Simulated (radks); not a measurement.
Values are calculated unless marked as measured or tabulated.
Species: Sb+. Configuration: [Kr] 4d10 5s2 5p2. Code: a radial shooting solver on a logarithmic mesh with Libxc functionals. Model: Dirac Kohn-Sham, PBE, spin-unpolarised, spherical densities, finite nucleus; open shells fill j = l - 1/2 first; Fermi nuclear charge, rms radius 4.6802 fm. Some entries of the table are withheld. Estimate them.

| orbital | occ. | eigenvalue (hartree) | <r> (bohr) |
|---|---|---|---|
| 1s1/2 | 2 | -1113.182 | 0.02842 |
| 2s1/2 | 2 | (1) | 0.1222 |
| 2p1/2 | 2 | -158.6881 | (2) |
| 2p3/2 | 4 | -149.4341 | (3) |
| 3s1/2 | 2 | (4) | 0.3302 |
| 3p1/2 | 2 | -29.03358 | 0.3208 |
| 3p3/2 | 4 | -27.32602 | 0.3321 |
| 3d3/2 | 4 | -19.45035 | 0.3033 |
| 3d5/2 | 6 | -19.09549 | 0.3069 |
| 4s1/2 | 2 | -5.76464 | 0.7908 |
| 4p1/2 | 2 | -4.25648 | (5) |
| 4p3/2 | 4 | -3.94089 | (6) |
| 4d3/2 | 4 | -1.55724 | (7) |
| 4d5/2 | 6 | -1.51149 | (8) |
| 5s1/2 | 2 | -0.74979 | 2.164 |
| 5p1/2 | 2 | -0.45258 | 2.613 |
| 5p3/2 | 0 | -0.42578 | 2.716 |

Answer. 
(1) 2s1/2 eigenvalue (hartree): -169.5982
(2) 2p1/2 <r> (bohr): 0.1033
(3) 2p3/2 <r> (bohr): 0.1087
(4) 3s1/2 eigenvalue (hartree): -33.49373
(5) 4p1/2 <r> (bohr): 0.8325
(6) 4p3/2 <r> (bohr): 0.8616
(7) 4d3/2 <r> (bohr): 1.021
(8) 4d5/2 <r> (bohr): 1.035
